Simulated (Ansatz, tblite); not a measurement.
Removing and adding an electron: InTe3. Charge 0, multiplicity 2. Geometry: PBE-D4/def2-SVP. Ansatz, gas phase; energy differences of separate SCF runs; the oxidised species is a singlet (the triplet lies 0.29 eV higher at PBE0-D4/def2-TZVP); the reduced species is a singlet (the triplet lies 1.19 eV higher at PBE0-D4/def2-TZVPD).

```csv
atom,x (Å),y (Å),z (Å)
In1,0.484,-1.764,0.697
Te2,1.995,0.882,0.196
Te3,-2.155,-0.201,0.334
Te4,-0.324,1.083,-1.227
```

In the def2 sets In, Te take a core potential; there is no spin–orbit coupling. The xTB rows come from tblite. Correlated methods freeze 16 core orbitals; core or outer-core shells of In, Te are correlated, in sets that lack core-valence functions. The rows differ in basis, and correlated rows in double-zeta sets carry the largest basis error. The structure comes from a short search, and lower isomers may exist.

```tsv
level	−HOMO (eV)	vertical IE (eV)	−LUMO (eV)	vertical EA (eV)	HOMO–LUMO gap (eV)	IE − EA (eV)	remarks
GFN1-xTB	–	11.34	–	6.20	–	5.14	–
GFN2-xTB	–	11.39	–	5.18	–	6.20	–
PBE-D4/def2-TZVP	4.75	7.00	4.29	–	0.46	–	restricted SCF unstable in HF (+1 singlet)
PBE-D4/def2-TZVPD	4.77	–	4.31	2.21	0.45	–	–
r2SCAN-D4/def2-TZVP	5.03	7.21	4.33	–	0.70	–	restricted SCF unstable in HF (+1 singlet)
r2SCAN-D4/def2-TZVPD	5.04	–	4.34	2.30	0.70	–	–
PBE0-D4/def2-TZVP	5.69	7.28	3.85	–	1.84	–	restricted SCF unstable in HF (+1 singlet)
PBE0-D4/def2-TZVPD	5.70	–	3.86	2.41	1.84	–	–
MP2/def2-SVP	–	6.73	–	–	–	–	restricted SCF unstable (+1 singlet)
CCSD/def2-SVP	–	6.99	–	–	–	–	large T1 (0.023) (+1 singlet), restricted SCF unstable (+1 singlet)
CCSD(T)/def2-SVP	–	6.81	–	–	–	–	large T1 (0.023) (+1 singlet), restricted SCF unstable (+1 singlet)
```

Run but left out: HF/def2-SVP (charge +1 singlet: restricted singlet, unstable towards broken spin symmetry).   HOMO and LUMO are the levels of the spin that leaves or enters (xTB has no such levels and no spin-polarisation term). Other spin states of the ions may lie lower, which would lower the ionisation energy or raise the affinity. Raw xTB energy differences between charge states are shifted by several eV; the methods need an empirical correction for them.
